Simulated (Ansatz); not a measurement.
Species: C$_{2}$H$_{3}$NOS, SMILES `CS(=O)C#N` (charge 0, multiplicity 1).

Q: Give a relaxed geometry from B3LYP-D3(BJ)/def2-TZVP in Ansatz (an electronic-structure program).

A: the end point of this relaxation (outside a Z-matrix the atoms follow the SMILES, hydrogens last).
Bond lengths (Å): C1–S2 1.820, C1–H6 1.089, C1–H7 1.088, C1–H8 1.090, S2–O3 1.471, S2–C4 1.781, C4–N5 1.153. Angles (°): S2–C1–H6 105.4, S2–C1–H7 109.1, S2–C1–H8 109.2, H6–C1–H7 110.7, H6–C1–H8 110.6, H7–C1–H8 111.6, C1–S2–O3 107.8, C1–S2–C4 93.5, O3–S2–C4 108.8, S2–C4–N5 174.0.
